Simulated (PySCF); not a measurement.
# Choosing a basis for TDDFT

C₂H₇F₂NSi.
Geometry (PBE0-D3(BJ)/def2-SVP, Å), atoms numbered from 1 in this order:
```
atom  x, y, z in Å
N1     1.795   -0.054    0.389
Si2    0.095   -0.328    0.572
C3    -0.682    1.392    0.727
F4    -0.090    2.060    1.788
C5    -0.599   -1.168   -0.981
F6    -1.965   -1.333   -0.823
H7     2.155    0.775    0.853
H8     2.452   -0.820    0.498
H9    -0.306   -1.152    1.757
H10   -1.772    1.334    0.895
H11   -0.521    1.980   -0.194
H12   -0.410   -0.548   -1.876
H13   -0.135   -2.153   -1.169
```

TDDFT with PBE0 (PySCF), vertical singlets, core orbitals frozen in the response, spherical d and f functions. The structure is a single PBE0-D3(BJ)/def2-SVP conformer in the gas phase; no vibrational or solvent corrections.

Q: Compare 6-31G*, def2-SVP, 6-31+G*, def2-SVPD, aug-cc-pVDZ, def2-TZVP and def2-TZVPD for this molecule.

A: 

| basis | functions | diffuse | S1 (eV) | S2 (eV) | S3 (eV) | S4 (eV) | S5 (eV) | LUMO (eV) | α (au) |
| --- | --- | --- | --- | --- | --- | --- | --- | --- | --- |
| 6-31G* | 102 | no | 6.65 | 7.48 | 7.55 | 8.10 | 8.34 | 0.88 | 49.4 |
| def2-SVP | 123 | no | 6.73 | 7.56 | 7.65 | 8.02 | 8.30 | 0.86 | 50.9 |
| 6-31+G* | 126 | yes | 6.03 | 6.74 | 6.97 | 7.05 | 7.42 | -0.25 | 56.9 |
| def2-SVPD | 186 | yes | 6.35 | 7.06 | 7.23 | 7.44 | 7.83 | 0.08 | 61.3 |
| aug-cc-pVDZ | 205 | yes | 5.97 | 6.64 | 6.88 | 6.96 | 7.18 | -0.36 | 62.8 |
| def2-TZVP | 234 | no | 6.39 | 7.18 | 7.21 | 7.69 | 7.86 | 0.24 | 57.9 |
| def2-TZVPD | 297 | yes | 6.14 | 6.83 | 6.97 | 7.18 | 7.52 | -0.17 | 62.6 |

States are compared by their number. Against the largest diffuse basis here (def2-TZVPD, itself not a converged limit), sets without diffuse functions differ by up to 0.60 eV in S1 and 0.82 eV in S5; the smaller diffuse sets differ by up to 0.22 and 0.34 eV. State by state, the largest deviation of a set without diffuse functions is S1 0.60, S2 0.73, S3 0.68, S4 0.92, S5 0.82 eV. The same number needn't mean the same state in each row. Against def2-TZVPD the polarisability deviates by -21% in 6-31G*, -19% in def2-SVP, -9% in 6-31+G*, -2% in def2-SVPD, 0% in aug-cc-pVDZ, -7% in def2-TZVP. A single + in a Pople set puts diffuse functions on heavy atoms only.

Without π bonds the low states may be Rydberg-like; a valence basis with one diffuse set may place them up to an eV too high.
